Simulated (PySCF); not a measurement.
C6H6F2 (charge +1 and doublet state).
Structure used (GFN2-xTB), in Å, numbered top down from 1:
```xyz
14
C6H6F2 angstrom
C     -2.884    0.359    0.170
C     -1.528    0.428    0.076
C     -0.756   -0.707   -0.246
C      0.627   -0.763   -0.371
C      1.512    0.314   -0.193
C      2.864    0.172   -0.335
F      3.463   -0.936   -0.639
F      3.700    1.145   -0.178
H     -3.476    1.226    0.416
H     -3.415   -0.566    0.001
H     -1.037    1.375    0.252
H     -1.298   -1.631   -0.414
H      1.065   -1.721   -0.628
H      1.162    1.304    0.064
```

The hyperfine couplings belong to this conformer and change with its torsions.

The species is `[CH2+][CH]/C=C\C=C(F)F` [radical] (charge +1).

Method: PySCF, UKS B3LYP, pcH-1 on C F H, non-relativistic, mean-field spin-orbit, GIAO. Geometry: GFN2-xTB, one conformer, isolated ion. The geometry wasn't refined by DFT: couplings that depend on bond lengths, twists or pyramidal angles can differ widely from those at the functional's own minimum, by a factor of two or more for some ions and for spin on atoms past the first row. The SCF solution wasn't tested for stability.

Problem. Predict the first-order ENDOR lines of C1, C2, C6, C3, F8, F7, H9, H10, H12 and H13 under fast tumbling at B = 332.3 mT (X band).

Solution. ν± = |νn ± a/2|, one line for each electron-spin manifold; νn = |g_N| × 7.62259 MHz/T × B.

```tsv
nuclei	isotope	g_N	νn (MHz)	a_iso (MHz)	lower line (MHz)	upper line (MHz)
C1	13C	1.4048	3.56	29.93	11.41	18.52
C2	13C	1.4048	3.56	-19.44	6.16	13.28
C6	13C	1.4048	3.56	17.90	5.39	12.51
C3	13C	1.4048	3.56	13.95	3.42	10.53
F8	19F	5.2577	13.32	50.25	11.81	38.44
F7	19F	5.2577	13.32	44.21	8.79	35.42
H9	1H	5.5857	14.15	-25.73	1.29	27.01
H10	1H	5.5857	14.15	-24.67	1.81	26.48
H12	1H	5.5857	14.15	-16.10	6.10	22.20
H13	1H	5.5857	14.15	-11.40	8.45	19.85
```

The rows for 13C, of low natural abundance, apply to labelled samples.

Problem. Which pairs are centred on the nuclear Larmor frequency, and which on half the coupling?

Solution. Centred on νn, since |a| < 2νn: H9, H10, H12 and H13. Centred on |a|/2 and split by 2νn: C1, C2, C6, C3, F8 and F7.

Problem. At what field would the lower line of C1 fall to zero frequency?

Solution. Where νn = |a|/2, that is B = 14.97 MHz/(1.4048 × 7.62259 MHz/T) = 1400 mT, as far as first order holds there.

Couplings of abundant isotopes left out: H14 (-5.6 MHz) and H11 (2.2 MHz).

H9 and H10 aren't averaged: C1 is flat or nearly so (angle sum 360°), and its turn about the short C1–C2 bond (1.36 Å) is taken as slow.

The Mulliken spin populations are largest on C1 (+0.40), C3 (+0.23), C6 (+0.22) and C4 (+0.16). Four atoms exceed +0.15.

The SMILES draws the unpaired electron on C2; the largest computed Mulliken spin population is on C1 (0.40 against -0.06).
